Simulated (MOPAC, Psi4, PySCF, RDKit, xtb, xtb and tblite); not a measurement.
Two geometries of SMILES OB(/C=C\c1ccco1)O (C6H7BO3), relaxed at GFN2-xTB with one dihedral held; other torsions can differ between them too.

Structure A

```
17

O     -1.3573     0.2787    -0.5950
B     -2.5316     0.6656    -0.0405
O     -3.1802    -0.2288     0.7471
C     -3.2632     2.0548    -0.1921
C     -2.9679     3.1803    -0.8615
C     -1.8401     3.4998    -1.6963
C     -1.5921     4.6818    -2.3565
C     -0.3700     4.5175    -3.0425
C      0.0484     3.2541    -2.7600
O     -0.8277     2.6318    -1.9508
H     -0.9270     0.9356    -1.1451
H     -2.7229    -1.0665     0.8291
H     -4.1913     2.0874     0.3665
H     -3.6531     4.0193    -0.8015
H     -2.2111     5.5555    -2.3478
H      0.1278     5.2372    -3.6592
H      0.9154     2.6989    -3.0589
```

Structure B

```
17

O      3.6097     1.0800    -0.1269
B      2.2779     0.8583     0.0228
O      1.4917     1.9182     0.3275
C      1.8186    -0.6126    -0.3182
C      0.6334    -1.2404    -0.2626
C     -0.6590    -0.7554     0.1442
C     -1.8420    -1.4571     0.1952
C     -2.8294    -0.5594     0.6539
C     -2.1916     0.6259     0.8523
O     -0.8852     0.5205     0.5493
H      3.9180     1.8882     0.2829
H      0.5562     1.7257     0.4104
H      2.6438    -1.2267    -0.6596
H      0.5796    -2.2839    -0.5546
H     -1.9810    -2.4866    -0.0642
H     -3.8677    -0.7658     0.8137
H     -2.5377     1.5818     1.1925
```

Task: Which is lower in energy at the level B3LYP-D3(BJ)/def2-SVP // GFN2-xTB run with Psi4, and by how much?

Result: A is lower, by 1.19 kcal/mol (dihedral H11–O1–B2–O3: 180° in A, 20° in B).

E(B) − E(A) in kcal/mol at the other levels, on the same two geometries: GFN2-xTB (xtb and tblite) 1.12; B3LYP/def2-SVP // GFN2-xTB (Psi4) 1.19; PBE/def2-SVP // GFN2-xTB (Psi4) 1.18; PBE-D3(BJ)/def2-SVP // GFN2-xTB (Psi4) 1.18; UFF // GFN2-xTB (RDKit) -1.70; PM3, restricted, heats of formation // GFN2-xTB (MOPAC) 0.87; PM6, restricted, heats of formation // GFN2-xTB (MOPAC) 0.84; GFN1-xTB // GFN2-xTB (xtb) 1.05; restricted B3LYP/6-31G*, spherical d, density fitting // GFN2-xTB (PySCF) 1.26; restricted Hartree-Fock/6-31G*, spherical d, density fitting // GFN2-xTB (PySCF) 1.27; restricted Hartree-Fock/LANL2DZ, density fitting // GFN2-xTB (PySCF) 1.30; restricted MP2 (frozen core)/6-31G*, spherical d // GFN2-xTB (PySCF) 1.30.
